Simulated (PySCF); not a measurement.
**Question.** Write Cartesian coordinates for `C#CC[AsH]C` as optimised with PBE0-D3(BJ)/def2-SVP.

**Answer.** 
```
atom  x, y, z in Å
C1     1.5791    1.0905    0.5641
C2     1.1633   -0.0064    0.2556
C3     0.6248   -1.2903   -0.1297
As4   -1.0255   -1.1997   -1.2541
C5    -2.0236    0.0979   -0.1708
H6     1.9639    2.0529    0.8450
H7     0.3638   -1.8889    0.7584
H8     1.3628   -1.8741   -0.7025
H9    -0.4478   -0.1679   -2.2184
H10   -2.8511    0.4977   -0.7737
H11   -1.3783    0.9221    0.1641
H12   -2.4489   -0.4173    0.7024
```

Any rigid rotation of these coordinates is as good. Atoms count from 1 in this order. The 2 As–C bonds span 1.963 Å (As4–C5, drawn single) to 1.999 Å (C3–As4, drawn single), a spread of 0.036 Å. The 2 C–C bonds span 1.213 Å (C1≡C2, drawn triple) to 1.445 Å (C2–C3, drawn single), a spread of 0.232 Å. Of the pairs four or more bonds apart, C2···H11 is among the closest relative to their van der Waals radii: 2.71 Å, 93 % of the sum of Bondi's values. As4 (arsenic bonded to 2 C and H) is pyramidal (angles 98.0°, 95.4° and 94.2°, sum 287.6°, 0.92 Å off the plane of its three neighbours).

Bonds between heavy atoms (Å): C1≡C2 1.213, C2–C3 1.445, C3–As4 1.999, As4–C5 1.963.

Method: PBE0-D3(BJ)/def2-SVP geometry optimisation, gas phase (PySCF).

Point group: C1 (no symmetry element, even within 0.4 Å). PBE0-D3(BJ)/def2-SVP frequencies: not computed here. One conformer, not necessarily the lowest (C2–C3–As4–C5 -48°).
